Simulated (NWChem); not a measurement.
System: CdGeH₃F; SMILES [F][Cd][GeH3]

Computed with NWChem. STO-3G and 3-21G are far too small for this property and stand as cheap habits. Coordinates come from a PBE-D3(BJ)/def2-SVP optimisation. def2 effective core potentials on Cd; no spin-orbit coupling. Field at 589 nm.

| level | isotropic polarisability (bohr³) | anisotropy (bohr³) |
|---|---|---|
| B3LYP/STO-3G (all-electron, non-relativistic) | ? | ? |
| B3LYP/def2-SVP (core potentials) | 63.1 | 36.3 |
| B3LYP/def2-SVPD (core potentials) | 72.0 | 42.0 |

Q: Complete the blanks.

A: 
- B3LYP/STO-3G (all-electron, non-relativistic), isotropic polarisability (bohr³): 34.0
- B3LYP/STO-3G (all-electron, non-relativistic), anisotropy (bohr³): 21.7
